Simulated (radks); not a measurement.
The iron ion Fe24+, configuration [He] (the NIST ground configuration). Method: scalar-relativistic Kohn-Sham, r2SCAN, spin-polarised, spherical densities, finite nucleus; meta-GGA in the generalised Kohn-Sham scheme; Fermi nuclear charge, rms radius 3.7377 fm; computed with a radial shooting solver on a logarithmic mesh with Libxc functionals.

Unscreened Slater integrals over Kohn-Sham orbitals (cm^-1). They are taken over the spin-up orbitals. Empty in this configuration: 2s.

integral,value
"F0(1s,1s)",3563600
"F0(1s,2s)",1172500
"G0(1s,2s)",121790
"F0(2s,2s)",834290
